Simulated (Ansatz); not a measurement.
CH5AlN2O, SMILES `[OH][Al]1[NH]C[NH]1`, relaxed with RKS PBE-D4/def2-SVP in Ansatz from a rough embedded geometry. The force threshold is 0.03 eV/Å; the program also tests the step.

Total charge 0; spin multiplicity 1.

Start:

```xyz
10

O    -1.446   -2.384    0.704
Al   -0.458   -0.904    0.253
N     0.012    0.765    0.928
C     0.751    1.051   -0.200
N     0.581   -0.157   -1.109
H    -2.305   -2.251    0.332
H    -0.870    1.353    0.985
H     0.356    1.933   -0.764
H     1.871    1.259   -0.020
H     1.507   -0.664   -1.110
```

Q: How much energy does the relaxation release, and in how many steps? (Best estimate.)

A: Ansatz gave: 92.97 kJ/mol, in 17 steps, 5 of them rejected.

Q: Which bonds change most? (Best estimate.)

A: Ansatz gave: O1–Al2 from 1.835 to 1.708 Å; N3–C4 from 1.378 to 1.473 Å; Al2–N5 from 1.869 to 1.797 Å; Al2–N3 from 1.861 to 1.791 Å.

Q: Give the relaxed structure. (Estimate.)

A: The calculation gave: 
```xyz
10

O    -1.711   -2.043    0.707
Al   -0.648   -0.777    0.280
N    -0.228    0.860    0.873
C     0.749    0.996   -0.222
N     0.604   -0.296   -0.916
H    -1.868   -2.842    0.183
H    -0.588    1.709    1.303
H     0.508    1.868   -0.886
H     1.795    1.149    0.154
H     1.387   -0.624   -1.477
```
